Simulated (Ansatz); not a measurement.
C2H8AlB can be A, `B[CH2][AlH][CH3]`, or B, `[BH2][Al]([CH3])[CH3]`.

Calculated with Ansatz (gas phase, PBE0-D4/def2-TZVP geometries, no zero-point term in ΔE). CCSD(T)/CBS is the MP2 limit (def2-TZVPP, def2-QZVPP) plus CCSD(T) − MP2 in def2-TZVPP, frozen cores. Functionals use def2-TZVPP. B3LYP here is the variant with VWN-RPA as its local correlation; programs differ in this. Each species was taken in one conformer, which may not be the lowest.

A:

```xyz
12

B    -1.7194    0.2392   -0.9392
C    -0.9020    1.1890   -0.1050
Al    0.9030    0.3458   -0.1614
C     1.3081   -1.2121    0.9306
H    -2.1862   -0.7567   -0.4565
H    -1.8337    0.4025   -2.1236
H    -0.7241    2.1945   -0.4930
H    -1.0782    1.1723    0.9772
H     2.0149    1.0419   -1.0559
H     2.1660   -1.0294    1.5861
H     1.5862   -2.0578    0.2910
H     0.4656   -1.5291    1.5496
```

B:

```xyz
12

B     0.3820    1.3441   -1.7820
Al    0.0281    0.0863   -0.1073
C     1.4650   -1.0163    0.6519
C    -1.7523   -0.0108    0.7161
H     0.7617    2.4807   -1.6858
H     0.2234    0.9888   -2.9196
H     1.8061   -0.5759    1.5970
H     1.1065   -2.0225    0.8926
H     2.3411   -1.1134    0.0064
H    -1.6940   -0.2124    1.7899
H    -2.3161   -0.8402    0.2711
H    -2.3515    0.8916    0.5697
```

Problem. Which is lower in electronic energy at CCSD(T)/CBS, and by how much? (Best estimate.)

Solution. The calculation gave: A, by 76.7 kJ/mol.

Problem. Give E(B) − E(A) in kJ/mol with B3LYP-D4, CCSD(T)/def2-TZVPP, CCSD(T)/def2-SVP, B3LYP, CCSD/def2-TZVPP, MP2/def2-TZVPP, ωB97M-V. (An estimate is asked.)

Solution. The calculation gave: B3LYP-D4 78.0, CCSD(T)/def2-TZVPP 76.4, CCSD(T)/def2-SVP 80.6, B3LYP 75.4, CCSD/def2-TZVPP 73.8, MP2/def2-TZVPP 84.7, ωB97M-V 82.5. None reverses the order clearly.

Problem. Does the order hold for the free energy at 298.15 K (harmonic terms from PBE0-D4)? (Estimate.)

Solution. The calculation gave: Yes: G(B) − G(A) = +75.9 kJ/mol, for one conformer each. Modes under 60 cm⁻¹, often nearly free rotors, make the harmonic entropy too high.

Largest T1 diagnostic: 0.011.

Leaving LDA and LC-ωPBE aside and taking each functional with its dispersion term where it has one, the values, not all of them listed here, spread over 14.4 kJ/mol, from ωB97X-V to B97M-V. LDA lies +12.7 kJ/mol from PBE without D4. At CCSD(T), def2-SVP lies +4.0 kJ/mol from the extrapolated value and def2-TZVPP −0.3 kJ/mol.
